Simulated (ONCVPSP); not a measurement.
## Before and after: ONCV potential for fluorine (F)

* Element: fluorine
* Generator: ONCVPSP 4.0.1
* Type: optimised norm-conserving Vanderbilt (ONCV)
* Functional: PBE
* Relativity: scalar-relativistic
* Frozen core: [He]
* Valence charge: 7
* Reference configuration: 2s2 2p5
* Partial waves: 2s: rc 0.75 bohr, ncon 4, nbas 7, qcut 9.6 1/bohr, 3 projectors, debl 2.3 Ha; 2p: rc 1.65 bohr, ncon 4, nbas 8, qcut 8.5 1/bohr, 1 projector
* Local potential: polynomial inside 0.50 bohr (lpopt 2, dvloc0 0 Ha)
* Core correction: polynomial model core, fcfact 0.25

Change: all radii but the core radius scaled by about 1.20 (s 0.90, p 1.98 bohr); local potential polynomial inside 0.60 bohr (lpopt 2, dvloc0 0 Ha).

Cutoffs: the cutoffs (Ha) at which the residual kinetic energy of the hardest occupied pseudo-wave falls to 1 and 0.1 mHa per electron; they do not see the model core or the augmentation charge, which bear on the density cutoff. Errors are all-electron minus pseudo energies relative to the spin-unpolarised reference configuration.

Task: Predict the effect on cutoff, ghosts and configuration errors.

Result: The potential gets softer (74 Ha and 191 Ha → 42 Ha and 117 Ha); the bound ghost in s disappears; of the 4 tests that both files solve, the error grows in 4 and shrinks in 0 by more than 15 % and 0.3 meV (median size 1036.8 → 1736.1 meV). A larger radius leaves more room for a smooth pseudo-wave, so fewer plane waves are needed. More of the atom is replaced by a form fitted at one configuration, so other configurations suffer.

| quantity | base | changed |
| --- | --- | --- |
| cutoff, loose | 74 Ha | 42 Ha |
| cutoff, tight | 191 Ha | 117 Ha |
| loose cutoff by channel | s 74 Ha, p 26 Ha | s 42 Ha, p 22 Ha |
| bound ghosts | s | none |
| GHOST(+) flags under 300 eV | none | none |
| error for 2s2 2p4, meV [ΔE 19.39 eV] | +44 | +87 |
| error for 2s2 2p3, meV [ΔE 57.77 eV] | +408 | +724 |
| error for 2s2 2p2, meV [ΔE 118.41 eV] | +1665 | +2748 |
| error for 2s2 2p1, meV [ΔE 204.21 eV] | +4653 | +7265 |
| rms error of d²Exc/dni dnj with the model core, mHa | 1.63 | 1.33 |

 A true bound ghost makes a file unfit for plane-wave use even where its test errors are small: the radial tests pick states by their node count and pass the ghost by.
